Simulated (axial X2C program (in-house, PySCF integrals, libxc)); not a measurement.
# SiTe along the bond: B3LYP, two-component

Computed with an in-house relativistic program for diatomic molecules. Two-component (2c) means X2C with spin–orbit coupling and atomic mean-field two-electron Coulomb and Gaunt terms. Basis: Te dyall-cv3z [11s12p8d4f1g], Si dyall-v3z [8s7p2d1f] (cores contracted in-house); Gaussian nuclei, density fitting, unrestricted open shells. Masses: Te 129.906 u, Si 27.977 u.

State: Ω = 0 (closed shell). Dipoles are positive if Si is the positive end.

| R (Å) | μ (D) | HOMO (eV) | LUMO (eV) |
| --- | --- | --- | --- |
| 1.983 | -0.209 | -6.82 | -2.21 |
| 2.074 | 0.101 | -6.92 | -2.40 |
| 2.142 | 0.340 | -6.97 | -2.55 |
| 2.211 | 0.580 | -6.96 | -2.69 |
| 2.279 | 0.820 | -6.82 | -2.82 |
| 2.359 | 1.095 | -6.66 | -2.97 |
| 2.438 | 1.362 | -6.52 | -3.11 |
| 2.541 | 1.690 | -6.36 | -3.29 |
| 2.666 | 2.059 | -6.19 | -3.47 |
| 2.849 | 2.525 | -5.98 | -3.71 |

Question: The minimum lies at 2.293 Å. What is the dipole moment there, and its slope?

Answer: At B3LYP, 2c, with the sign and origin stated: μ = 0.87 D, dμ/dR = 3.48 D/Å.

The state is a single determinant with fixed occupations, the lowest that a limited PBE0 search found. The closed shell is kept restricted, so the energy runs too high when the bond is stretched far.
